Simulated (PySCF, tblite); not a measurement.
Isomers of C2H7F3Si2, one GFN2-xTB conformer each. Single-point energies are computed at PBE0/pcSseg-1 (PySCF, gas phase, no added dispersion term), electronic only.

Question: Rank them by PBE0/pcSseg-1 energy, lowest first (kcal/mol).
A. `FC(F)(F)C([SiH3])[SiH3]`
B. `[CH3:1][SiH2:2][SiH2:3][C:4]([F:5])([F:6])[F:7]` with C1–Si2–Si3–C4 -59°

Answer: B (0.0), A (1.8).

As drawn, the lower has an Si–Si bond, which the higher lacks. Neighbours under 2.5 kcal/mol apart (C[SiH2][SiH2]C(F)(F)F and FC(F)(F)C([SiH3])[SiH3]) can change places with a better method, another conformer or zero-point energy. GFN2-xTB itself gives, in the same order: 19.1, 0.0. GFN2-xTB puts FC(F)(F)C([SiH3])[SiH3] lowest instead.

Question: Which frontier levels, dipoles and rotational constants go with these structures?

Answer: 
```tsv
SMILES	HOMO (eV, PBE0/pcSseg-1)	LUMO (eV)	dipole (D)	A, B, C (MHz)
C[SiH2][SiH2]C(F)(F)F	-8.84	-0.47	2.74	2754, 1030, 923.1
FC(F)(F)C([SiH3])[SiH3]	-9.37	0.20	2.28	1890, 1663, 1079
```

Question: What happens when harmonic zero-point energies from GFN2-xTB frequencies are added?

Answer: 
| SMILES | ZPE (kcal/mol) | electronic (kcal/mol) | with ZPE (kcal/mol) |
| --- | --- | --- | --- |
| C[SiH2][SiH2]C(F)(F)F | 51.3 | 0.0 | 0.2 |
| FC(F)(F)C([SiH3])[SiH3] | 49.3 | 1.8 | 0.0 |

The zero-point energies span 2.0 kcal/mol. FC(F)(F)C([SiH3])[SiH3] becomes the lowest.

Question: As an exercise, what shares would exp(−E/RT) give at 298.15 K from these electronic energies alone (no entropy, no degeneracies)?

Answer: RT = 0.592 kcal/mol: C[SiH2][SiH2]C(F)(F)F 95.7 %, FC(F)(F)C([SiH3])[SiH3] 4.3 %.
